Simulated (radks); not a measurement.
Question: The ruthenium ion Ru3+ is in [Kr] 4d(3/2: 4, 5/2: 1). Method: Dirac Kohn-Sham, PBE, spin-unpolarised, spherical densities, finite nucleus; Fermi nuclear charge, rms radius of each element as measured or else 0.836 A^(1/3) + 0.57 fm; computed with a radial shooting solver on a logarithmic mesh with Libxc functionals. Sub-shells are occupied by j as written (lower j first in brackets). One electron is removed from 4p1/2, 4p3/2, 4d3/2, 4d5/2 in turn, with full relaxation. Which removal costs least, and what does each cost?

Answer: 4d5/2 44.236 eV; 4d3/2 44.694 eV; 4p3/2 87.938 eV; 4p1/2 91.566 eV. The 4d5/2 electron leaves first.
